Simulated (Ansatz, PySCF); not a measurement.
Reaction (SMILES): ClC(Cl)C(Cl)Cl → Cl[C](Cl)C(Cl)Cl + H atom (the C-H bond at the site shown breaks; other sites are not compared here)
Each molecule is optimised on its own at B3LYP-D3(BJ)/def2-TZVP (Ansatz, a first-principles code), one conformer each, not searched for the lowest.
Geometry of the first species:
SMILES: ClC(Cl)C(Cl)Cl
```xyz
8

C     -0.7598     0.0501     0.0707
C      0.7598    -0.0501    -0.0707
Cl     1.3415    -1.6121     0.5674
Cl     1.5548     1.2875     0.8032
Cl    -1.5548    -1.2875    -0.8032
Cl    -1.3415     1.6121    -0.5674
H     -1.0549    -0.0129     1.1125
H      1.0549     0.0129    -1.1125
```

Wanted: bond dissociation energy (electronic energy difference), in kcal/mol. Cores are frozen in the correlated levels unless marked. UHF or UKS for open shells. No spin-orbit coupling. Non-relativistic. CBS(X,Y): correlation extrapolated as X^-3; Hartree-Fock from the larger set. The bracket is a focal-point correction in the basis named.

```csv
level,program,bond dissociation energy (kcal/mol)
PBE-D4/def2-TZVPD,Ansatz + dftd4,92.1
revPBE/def2-TZVPD,Ansatz,___
r2SCAN-D3(BJ)/def2-TZVPD,Ansatz + dftd3,92.6
TPSSh-D4/def2-TZVPD,PySCF + dftd4,95.9
r2SCANh-D4/def2-TZVPD,Ansatz + dftd4,93.1
RPA@PBE/cc-pV(T+d)Z,Ansatz,___
SCS-MP2/cc-pV(T+d)Z,Ansatz,102.9
"RI-MP2/CBS(cc-pV(T+d)Z,cc-pV(Q+d)Z)+[CCSD(T)-MP2]/cc-pV(T+d)Z",Ansatz,101.7
```

**Question.** Complete the blanks.

**Answer.** 
- revPBE/def2-TZVPD, bond dissociation energy (kcal/mol): 89.7
- RPA@PBE/cc-pV(T+d)Z, bond dissociation energy (kcal/mol): 99.1
